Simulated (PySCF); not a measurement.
# Correlation energy of Mo (molybdenum, neutral)

[Kr] 4d5 5s1, high-spin 7S determinant. Calculation: PySCF 2.14, in x2c-TZVPall (8s6p6d1f, 63 functions); the spin-free X2C one-electron Hamiltonian (Gaussian nucleus). Frozen: [Kr]; 6 electrons correlated.

MP2 pair energies summed by pair of shells (mhartree):

| pair | energy | share (%) |
| --- | --- | --- |
| 4d-4d | -47.90 | 77.1 |
| 4d-5s | -14.20 | 22.9 |

Total MP2 correlation energy: -62.09 mhartree.

Same-spin part -62.09 and opposite-spin part 0.00 mhartree; SCS-MP2 scales them by 1/3 and 6/5 to -20.70 mhartree.
